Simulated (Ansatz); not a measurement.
Task: Name a neutral molecule of C, F, O, Si and H with LUMO energy (ωB97M-V/def2-TZVPP) between 1.65 and 1.95 eV and HOMO energy (ωB97M-V/def2-TZVPP) between -11.30 and -11.00 eV (Ansatz, PBE0-D4/def2-TZVP geometry).

Result: `CO[SiH](F)O[SiH3]` (1.90 eV, -11.22 eV); `CC(=O)O[SiH](F)F` (1.80 eV, -11.10 eV). Other molecules can fit too; these were computed, each in one conformer that needn't be the lowest.
